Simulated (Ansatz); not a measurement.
`C[SiH2][NH][GeH3]` → `[CH2]` (triplet) + `[SiH3][NH][GeH3]` at 600 K and 1 bar (formal loss of a carbene).

Isolated molecules relaxed with PBE0-D4/def2-TZVP in Ansatz; ΔE leaves out vibrations. CCSD(T)/CBS adds triple-zeta CCSD(T) − MP2 to the extrapolated MP2 energy (def2 sets, frozen cores). This one scheme is used for every species. Triplets are unrestricted, without spin–orbit coupling. For Ge outer-core shells are correlated without core-valence functions, which leaves a few kJ/mol of doubt a bond. Scalar relativity is left out up to krypton. Each species was taken in one conformer, which may not be the lowest.

| species | CCSD(T)/CBS energy (Eh) | H − E (kJ/mol) | S (J/(mol·K)) |
| --- | --- | --- | --- |
| `C[SiH2][NH][GeH3]` | -2463.39859 | 317.5 | 491.8 |
| `[CH2]` (triplet) | -39.09499 | 66.5 | 220.8 |
| `[SiH3][NH][GeH3]` | -2424.11992 | 226.9 | 430.3 |

H − E and S are ideal-gas, rigid-rotor, harmonic terms from PBE0-D4/def2-TZVP, for one conformer and one mirror image of each species, with the whole ground term of open shells counted as degenerate. 1 Eh = 2625.50 kJ/mol, R = 8.31446 J/(mol·K).

Question: By hand: ΔE, ΔH, ΔS and ΔG.

Answer: ΔE = (-39.09499) + (-2424.11992) − (-2463.39859) = 0.18368 Eh = 482.3 kJ/mol. Δ(H − E) = 66.5 + 226.9 − 317.5 = -24.1, so ΔH = 458.2 kJ/mol. ΔS = 220.8 + 430.3 − 491.8 = 159.3 J/(mol·K). ΔG = 458.2 − 600 × (159.3)/1000 = 362.6 kJ/mol.

Question: By hand: the equilibrium constant, and the temperature at which ΔG would vanish if ΔH and ΔS stayed fixed.

Answer: log₁₀ K = −ΔG/(RT ln 10) = -31.6. ΔG = 0 at ΔH/ΔS = 2876 K, far beyond where these terms or the molecules hold.

The number of gas molecules changes by +1, which sets the sign of ΔS. A doubt of 5 kJ/mol in ΔE shifts log₁₀ K by 0.4 here. Other conformers and mirror images would add mixing entropy, several J/(mol·K) or more a flexible species. Modes under 60 cm⁻¹, often nearly free rotors, make the harmonic entropy too high. A triplet takes part, so the spin changes. These are equilibria of isolated gas molecules and say nothing of rates. Largest T1 diagnostic: 0.011 (customary marks: 0.02 for closed shells, 0.045 for open ones).
